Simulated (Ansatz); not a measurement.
Program: Ansatz. Geometries: PBE0-D4/def2-TZVP. ΔE: electronic, gas phase. CCSD(T)/CBS adds triple-zeta CCSD(T) − MP2 to the extrapolated MP2 energy (def2 sets, frozen cores). Functionals use def2-TZVPP. B3LYP here is the variant with VWN-RPA as its local correlation; programs differ in this. One conformer a species, not always the lowest.

`[SiH3][SiH2][SiH3]` + `O[SiH2][AlH2]` → `[AlH2][SiH2]O[SiH3]` + `[SiH3][SiH3]`  (cleavage of the Si–Si bond)

```
             level  ΔE (kJ/mol)  difference from CCSD(T)/CBS
            PBE-D4        -69.4                         25.7
         r2SCAN-D4        -88.0                          7.1
           PBE0-D4        -77.4                         17.7
          B3LYP-D4        -96.8                         -1.7
           ωB97X-V        -93.8                          1.3
           ωB97M-V        -97.5                         -2.4
            B2PLYP       -101.1                         -6.0
               PBE        -70.1                         25.0
            r2SCAN        -88.2                          6.9
              PBE0        -78.0                         17.1
             B3LYP        -97.9                         -2.8
     HF/def2-TZVPP       -124.5                        -29.4
    MP2/def2-TZVPP       -101.6                         -6.5
SCS-MP2/def2-TZVPP       -107.8                        -12.7
   CCSD/def2-TZVPP        -99.9                         -4.8
CCSD(T)/def2-TZVPP        -95.9                         -0.8
     HF/def2-QZVPP       -127.1                        -32.0
    MP2/def2-QZVPP       -102.0                         -6.9
SCS-MP2/def2-QZVPP       -108.1                        -13.0
      HF/CBS(def2)       -127.5                        -32.4
     MP2/CBS(def2)       -100.8                         -5.7
    CCSD/CBS(def2)        -99.1                         -4.0
       CCSD(T)/CBS        -95.1                            0
```

Largest T1 diagnostic among the species: 0.013.

From PBE to PBE0 (25 % exact exchange), in def2-TZVPP and without D4, ΔE moves by −7.9 kJ/mol. In def2-TZVPP, CCSD(T) changes the Hartree–Fock value by +28.6 kJ/mol (the triples alone add +4.0 kJ/mol) and MP2 by +23.0 kJ/mol.
